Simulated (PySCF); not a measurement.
C₄H₇FSi, SMILES C[Si@H]1C=C[C@H]1F. The structure is a stationary point at PBE-D3(BJ)/def2-SVP. The structure was generated by enumeration; whether it is a known compound was not checked.

Calculation: PBE-D3(BJ)/def2-SVP (PySCF).

Harmonic wavenumbers (cm⁻¹): 111, 121, 130, 242, 312, 446, 516, 574, 662, 678, 701, 763, 786, 801, 873, 957, 970, 992, 1059, 1115, 1211, 1242, 1284, 1375, 1380, 1551, 2126, 2970, 2978, 3039, 3077, 3089, 3134. Rotational constants (GHz): 3.704, 2.756, 1.903; symmetry number 1.

### Question
Work out the zero-point energy and the ideal-gas rigid-rotor harmonic-oscillator thermochemistry at 298.15 K and 1 atm.

### Answer
ZPE = ½ Σ hcν = ½ × 41264 cm⁻¹ = 58.99 kcal/mol. H − E(el) = 64.22 kcal/mol. Entropy in cal/(mol K): translation 39.78, rotation 27.21, vibration 16.76, total 83.75. G − E(el) = 39.25 kcal/mol. Cp = 28.66 cal/(mol K). Modes under 150 cm⁻¹ make the vibrational entropy uncertain.
